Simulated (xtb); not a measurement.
xtb input:

```bash
xtb mol.xyz --gfn 2 --ohess tight --chrg -1 --uhf 0
```
mol.xyz:
```
9

C      2.04447233    -0.17309253    -0.65258821
C      0.76900308    -0.07373585    -0.65025917
B     -0.44433257     0.04200875     0.12842594
O     -1.07535094     1.24447206     0.50564078
O     -1.27106787    -1.02747422     0.55081574
H      2.69282234    -0.23340721     0.30504034
H      2.69185268    -0.28389086    -1.51857222
H     -0.49010819     1.96095256     0.17847689
H     -0.79903477    -1.84403941     0.30447424
```

Task: Which total energy does the run end on?

Result: -15.83950 Eh (GFN2-xTB).

It need not be the lowest isomer of its formula. Whether it binds its extra electron was not tested at this geometry.
